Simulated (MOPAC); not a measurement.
MOPAC input (PM6):

```
PM6 FORCE THERMO(298,298) PRECISE LET GEO-OK AUX(PRECISION=9) THREADS=1
ITl

Tl    0.00000000 1    0.00000000 1   -1.25089551 1
I    -0.00000000 1   -0.00000000 1    1.85189353 1
```

Output:

```
 *******************************************************************************
 **                                                                           **
 **                              MOPAC v23.2.5                                **
 **                                                                           **
 *******************************************************************************
 ** MOPAC's Digital Object Identifier: https://doi.org/10.5281/zenodo.6511958 **
 **                                                                           **
 ** Please cite the open-source release paper for use of this MOPAC version:  **
 ** J. E. Moussa and J. J. P. Stewart (2026)                                  **
 ** MOPAC: An open-source semiempirical molecular orbital program             **
 ** J. Open Source Softw., 11(119), 8025, https://doi.org/10.21105/joss.08025 **
 *******************************************************************************

                              PM6 CALCULATION RESULTS

 *******************************************************************************
 *  PM6        - The PM6 Hamiltonian to be used
 *  GEO-OK     - OVERRIDE INTERATOMIC DISTANCE AND OTHER SAFETY CHECKS
 *  LET        - OVERRIDE SOME SAFETY CHECKS
 *  PRECISE    - TIGHTER CRITERIA TO BE USED
 *  FORCE      - FORCE CALCULATION SPECIFIED
 *  AUX        - OUTPUT AUXILIARY INFORMATION
 *  THERMO     - THERMODYNAMIC QUANTITIES TO BE CALCULATED
 *******************************************************************************
PM6 FORCE THERMO(298,298) PRECISE LET GEO-OK AUX(PRECISION=9) THREADS=1
 ITl

   ATOM   CHEMICAL          X               Y               Z
  NUMBER   SYMBOL      (ANGSTROMS)     (ANGSTROMS)     (ANGSTROMS)

     1      Tl          0.00000000  *   0.00000000  *  -1.25089551  *
     2       I         -0.00000000  *  -0.00000000  *   1.85189353  *

          CARTESIAN COORDINATES

    NO.       ATOM           X           Y           Z

     1        Tl          0.0000      0.0000     -1.2509
     2         I         -0.0000     -0.0000      1.8519

 General Reference for PM6:
 "Optimization of Parameters for Semiempirical Methods V: Modification of NDDO Approximations
 and Application to 70 Elements", J. J. P. Stewart, J. Mol. Mod., 13, 1173-1213 (2007)
 URL: https://link.springer.com/article/10.1007/s00894-007-0233-4

           Empirical Formula: Tl I  =     2 atoms

      MOLECULAR POINT GROUP   :   C*v

      RHF CALCULATION, NO. OF DOUBLY OCCUPIED LEVELS = 5

          HEAT OF FORMATION =       3.895712 KCALS/MOLE

          CARTESIAN COORDINATE DERIVATIVES

   NUMBER  ATOM         X            Y            Z

     1      Tl      0.001434     0.000000     0.000000
     2       I     -0.001434     0.000000     0.000000

 DIPOLE           X         Y         Z       TOTAL
 POINT-CHG.    -5.061     0.000     0.000     5.061
 HYBRID        -0.172     0.000     0.000     0.172
 SUM           -5.233     0.000     0.000     5.233

          GRADIENT NORM =   0.00203

          MOLECULAR WEIGHT =  331.27

          ROTATIONAL CONSTANTS IN CM(-1)

          A =    0.00000000   B =    0.02236587   C =    0.02236587

           PRINCIPAL MOMENTS OF INERTIA IN UNITS OF 10**(-40)*GRAM-CM**2

          A =        0.0000   B =     1251.5833   C =     1251.5833

          ORIENTATION OF MOLECULE IN FORCE CALCULATION

    NO.       ATOM         X         Y         Z

     1         Tl      -1.1886    0.0000    0.0000
     2          I       1.9142    0.0000   -0.0000

    FIRST DERIVATIVES WILL BE USED IN THE CALCULATION OF SECOND DERIVATIVES

    FOR POINT-GROUP C*v  THERE ARE  84 UNIQUE SYMMETRY FUNCTIONS.

(To convert to Hartree/Bohr^2, multiply by (10^(-21) x N x a0^2)/(4.184 x 627.51) =  0.0642)

           FORCE MATRIX IN MILLIDYNES/ANGSTROM

                 Tl  1       I  2
 ------------------------------
    Tl    1   0.510553
     I    2   0.510515   0.510477

          HEAT OF FORMATION =       3.895712 KCALS/MOLE

          ZERO POINT ENERGY       0.150 KCAL/MOL

           NORMAL COORDINATE ANALYSIS (Total motion = 1 Angstrom)

   Root No.       1

                 1 Sig

                 105.2

           1   -0.3831
           2   -0.0000
           3    0.0000
           4    0.6169
           5    0.0000
           6   -0.0000

           MASS-WEIGHTED COORDINATE ANALYSIS (NORMAL COORDINATES)

   Root No.       1

                 1 Sig

                 105.2

           1   -0.6189
           2   -0.0000
           3    0.0000
           4    0.7854
           5    0.0000
           6   -0.0000

          DESCRIPTION OF VIBRATIONS

 VIBRATION          1    1Sig        ATOM PAIR     ENERGY CONTRIBUTION    RADIAL
 FREQUENCY           105.20         Tl1 -- I 2        +100.0% (100.0%)    100.0%
 TRANSITION DIPOLE   1.4272
 TRAVEL (Ang.)       0.0905
 REDUCED MASS       78.2900
 EFFECTIVE MASS    154.4094
 FORCE CONSTANT      0.5105

      SYMMETRY NUMBER FOR POINT-GROUP C*v =  1

          SYSTEM IS A GROUND STATE

 ITl

          MOLECULE IS LINEAR

          THERE ARE  1 GENUINE VIBRATIONS IN THIS SYSTEM
          THIS THERMODYNAMICS CALCULATION IS LIMITED TO
          MOLECULES WHICH HAVE NO INTERNAL ROTATIONS

                    CALCULATED THERMODYNAMIC PROPERTIES
                                          *
   TEMP. (K)   PARTITION FUNCTION   H.O.F.    ENTHALPY  HEAT CAPACITY ENTROPY
                                   KCAL/MOL   CAL/MOLE    CAL/K/MOL  CAL/K/MOL

 298.00  VIB.     0.2511D+01                   454.4696     1.9450     3.3546
         ROT.     0.9261D+04                   592.1869     1.9872    20.1374
         INT.     0.2325D+05                  1046.6565     3.9322    23.4920
         TRA.     0.5829D+28                  1480.4672     4.9680    43.2861
         TOT.                        3.896    2527.1237     8.9002    66.7781

   *: NOTE: HEATS OF FORMATION ARE RELATIVE TO THE
            ELEMENTS IN THEIR STANDARD STATE AT 298K
              (=  Standard Enthalpy of Formation).

            Hvib:  Zero-point energy is not included.
                   frequencies of less than zero cm-1 are not included.
            Hrot = (3/2)RT
            Htra = (3/2)RT + pV = (5/2)RT

            Heat capacity is Cp, not Cv

          For more information, see: HTTP://OpenMOPAC.net/Manual/thermochemistry.html

           FORCE CONSTANT IN CARTESIAN COORDINATES (Millidynes/A)

    ATOM   CHEMICAL       X               Y               Z
   NUMBER   SYMBOL  FORCE CONSTANT  FORCE CONSTANT  FORCE CONSTANT

      1      Tl        0.510515        0.000391        0.000391
      2       I        0.510514        0.000391        0.000391

 **********************
 *                    *
 * JOB ENDED NORMALLY *
 *                    *
 **********************

 == MOPAC DONE ==
```
